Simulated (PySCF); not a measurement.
Match the calculated data to a structure.

All candidates are C9H8.

- UV, strongest line: among the 6 lowest singlet transitions: S2 at 5.13 eV (242 nm, f = 0.081) [TDDFT CAM-B3LYP/def2-SVPD]
- Polarisability: 100.8 au [CAM-B3LYP/def2-SVPD]
- Dipole: 0.66 D [CAM-B3LYP/def2-SVPD]
- Rotational structure: rotational constants A, B, C: 3.713, 1.202, 1.033 GHz [PBE0-D3(BJ)/def2-SVP]
- UV, first state: lowest singlet excitation: 4.93 eV (251 nm, f = 0.058) [TDDFT CAM-B3LYP/def2-SVPD]

Electronic properties: PySCF, gas phase, density fitting. Levels stand in brackets. Geometry: PBE0-D3(BJ)/def2-SVP; no solvent, vibrations or thermal averaging.

Question: Which candidate is it?
A. `CC#Cc1ccccc1`
B. `C#CC1=C[C@@]2(C)C=C[C@@H]12`
C. `C#C/C=C(\C#C)C(=C)C`

Answer: B. It is `C#CC1=C[C@@]2(C)C=C[C@@H]12`. Numbering: `[CH:1]#[C:2][C:3]1=[CH:4][C@@:5]2([CH3:6])[CH:7]=[CH:8][C@@H:9]12`. Its formula, C9H8, gives 6 degrees of unsaturation: 2 rings and 4 π bonds in the structure found. The optimised geometry has point group C1 and is an asymmetric top.

The others, at the same levels:
- `C#C/C=C(\C#C)C(=C)C` fails: its computed lowest singlet excitation is 4.47 eV (278 nm, f = 0.545) (against 4.93 eV), static isotropic polarisability is 116.4 au (against 100.8 au) and rotational constant A is 2.509 GHz (against 3.713 GHz).
- `CC#Cc1ccccc1` fails: its computed lowest singlet excitation is 5.14 eV (241 nm, f = 0.000) (against 4.93 eV), static isotropic polarisability is 110.1 au (against 100.8 au) and rotational constant A is 5.491 GHz (against 3.713 GHz).

Each candidate is one conformer, not necessarily the lowest. Dipoles, sizes and rotational constants follow the conformer. The torsions of the flexible species, by atom-mapped SMILES:
- `[CH:1]#[C:2]/[CH:3]=[C:4](\[C:5]#[CH:6])[C:7](=[CH2:8])[CH3:9]`: C3–C4–C7–C8 180°
